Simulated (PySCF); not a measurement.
Al(F)(Cl)(OH) (AlClFHO), SMILES [F][Al]([Cl])[OH]. Atoms are numbered in the order given.

```xyz
5

Al     0.0271    -0.4091     0.0000
F      1.5145    -1.1351     0.0000
Cl    -0.0805     1.6623     0.0000
O     -1.3942    -1.3076     0.0000
H     -1.4605    -2.2635     0.0000
```

Coordinates come from a PBE0-D3(BJ)/def2-SVP optimisation. One conformer was computed; it need not be the lowest.

Calculation: PBE0/pcSseg-2 (PySCF).

GIAO shieldings, no solvent; atoms alike by connectivity are averaged. δ = σ(ref) − σ: ¹⁹F against CFCl3 (σ = 165.8 ppm); ³⁵Cl against HCl (σ = 943.3 ppm); ¹⁷O against H2O (σ = 327.8 ppm); ¹H against TMS (σ = 31.54 ppm), references at their B3LYP-D3(BJ)/def2-TZVP geometries, non-relativistic (without spin–orbit terms, shifts of atoms bonded to Cl or Br come out too high).

Problem. Estimate the chemical shifts. (An estimate is asked for; the answer gives what the named calculation found.)

Solution. 
| nucleus | atoms | count | δ (ppm) |
|---|---|---|---|
| ¹⁹F | F2 | 1 | -188.2 |
| ³⁵Cl | Cl3 | 1 | -86.9 |
| ¹⁷O | O4 | 1 | 20.0 |
| ¹H | H5 | 1 | 1.88 |
